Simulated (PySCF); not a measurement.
Compound: C₄ClF₂N.
Atom-mapped SMILES: `[N:1]#[C:2][C@@:3]1([F:4])[C:5]([F:6])=[C:7]1[Cl:8]`

Geometry (GFN2-xTB, Å), atoms numbered from 1 in this order:
```
atom  x, y, z in Å
N1     2.140   -0.483   -1.577
C2     1.382   -0.344   -0.733
C3     0.413   -0.160    0.305
F4     0.872   -0.574    1.534
C5    -0.606    0.933    0.268
F6    -0.781    2.221    0.414
C7    -1.082   -0.261    0.040
Cl8   -2.328   -1.322   -0.275
```

NICS is the negative of the GIAO shielding at a point without a nucleus: at the ring centre (0) and 1 Å above and below it (1); zz is the component along the ring normal. Level: GIAO PBE0/pcSseg-1 (PySCF, non-relativistic, gas phase) on the GFN2-xTB geometry, one conformer.

Ring bond lengths (Å), with Mayer bond orders in brackets: C3–C5 1.495 (0.96), C5–C7 1.306 (1.57), C7–C3 1.522 (0.82).

Question: What do the NICS probes read (ppm)?

Answer: 
```json
{"ring": "C3–C5–C7", "type": "3-membered carbocycle; formal bonds 1 double, 2 single", "NICS(0)": "-32.9", "NICS(1), two faces": "-5.6 / -8.6", "NICS(1)zz, two faces": "-6.5 / -13.7", "rms pucker (Å)": "0.00", "centre to ring atoms, mean (Å)": "0.83"}
```

Question: What can be read from them?

Answer: 
- C3–C5–C7: mean NICS(1)zz -10.1 ppm, shielded. C3 has four or more neighbours, and the NICS criterion for π rings isn't applied. The two faces differ by 7.2 ppm, so no symmetry operation interchanges them. NICS(0) lies 26 ppm below the mean NICS(1).

Question: What field does 9.4 T along the ring normal induce along that normal at the second NICS(1) probe listed for ring C3–C5–C7, 1 Å off the ring?

Answer: NICSzz × B0 = -13.7 ppm × 9.4 T = -129 μT, against the applied field.

Time: 13 s; peak memory 0.75 GiB. Hardware: Arm Neoverse V1, one thread, shared host. This is the whole shielding run at PBE0/pcSseg-1, SCF included.
